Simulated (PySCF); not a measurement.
Species: C6H8O2.
Numbering: `[CH2:1]=[C:2]([C:3](=[O:4])[OH:5])[CH:6]1[CH2:7][CH2:8]1`

Definitions: NICS(0) = −σiso at the ring centroid; NICS(1) = −σiso and NICS(1)zz = −σzz at ±1 Å along the ring normal z. Level: GIAO PBE0/pcSseg-1 (PySCF, non-relativistic, gas phase) on the GFN2-xTB geometry, one conformer.

Ring bond lengths (Å), with Mayer bond orders in brackets: C6–C7 1.508 (0.93), C7–C8 1.490 (0.98), C8–C6 1.508 (0.93).

Question: Give the NICS values of each ring in ppm.

Answer: 
| ring | type | NICS(0) | NICS(1), two faces | NICS(1)zz, two faces | rms pucker (Å) | centre to ring atoms, mean (Å) |
| --- | --- | --- | --- | --- | --- | --- |
| C6–C7–C8 | 3-membered carbocycle; formal bonds all single | -43.7 | -8.2 / -7.6 | -23.8 / -23.4 | 0.00 | 0.87 |

Question: What do they say, and how far can they be read as aromaticity?

Answer: 
- C6–C7–C8: mean NICS(1)zz -23.6 ppm, shielded. C6, C7, C8 have four or more neighbours; no verdict on aromaticity is drawn. NICS(0) lies 36 ppm below the mean NICS(1).

Question: What are the shieldings of the ring atoms and their hydrogens in the same run (means over atoms taken as equivalent)?

Answer: 
| atoms | environment | σ isotropic (ppm) | principal values of the symmetric part, first atom (ppm) |
| --- | --- | --- | --- |
| C6 | allylic carbon | 175.7 | 139.5, 165.4, 222.1 |
| C7 (×2) | three-membered-ring carbon | 169.7 | 134.6, 171.7, 202.7 |
| H on C6 | methine hydrogen | 29.51 | 21.1, 28.8, 38.7 |
| H on C7 (×2) | methylene hydrogen | 30.68 | 24.8, 26.6, 40.6 |
| H on C7 (×2) | methylene hydrogen | 31.27 | 25.9, 29.2, 38.7 |

The values belong to the conformer `[CH2:1]=[C:2]([C:3](=[O:4])[OH:5])[CH:6]1[CH2:7][CH2:8]1`: C1–C2–C3–O4 0°, C1–C2–C6–C7 -35°, H–O5–C3–C2 180°.
